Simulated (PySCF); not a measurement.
FH3O2Si. Atoms are numbered in the order given.

```xyz
7

Si     0.3330     0.0308    -0.0961
O     -0.3387     1.4854    -0.4295
O     -0.5191    -1.1334    -0.8910
F      0.2464    -0.3167     1.4853
H      1.7620     0.1062    -0.4466
H     -1.2993     1.5269    -0.4641
H     -0.4802    -2.0304    -0.5474
```
Charge 0, spin multiplicity 1.

The structure is a stationary point at PBE0-D3(BJ)/def2-SVP. Other conformers were not sampled.

Level of theory: PBE0/def2-TZVPD (PySCF).

Mulliken values depend strongly on the basis, most of all with diffuse functions as here. ESP charges are fitted to the potential on shells at 1.4 to 2.0 van der Waals radii. Atomic charges (e):

```json
[
 {"atom": "Si1", "ESP fit": "0.88", "Mulliken": "0.56", "IAO": "1.57"},
 {"atom": "O2", "ESP fit": "-0.65", "Mulliken": "-0.43", "IAO": "-0.80"},
 {"atom": "O3", "ESP fit": "-0.68", "Mulliken": "-0.43", "IAO": "-0.81"},
 {"atom": "F4", "ESP fit": "-0.33", "Mulliken": "-0.29", "IAO": "-0.55"},
 {"atom": "H5", "ESP fit": "-0.08", "Mulliken": "-0.01", "IAO": "-0.17"},
 {"atom": "H6", "ESP fit": "0.44", "Mulliken": "0.30", "IAO": "0.38"},
 {"atom": "H7", "ESP fit": "0.42", "Mulliken": "0.30", "IAO": "0.39"}
]
```
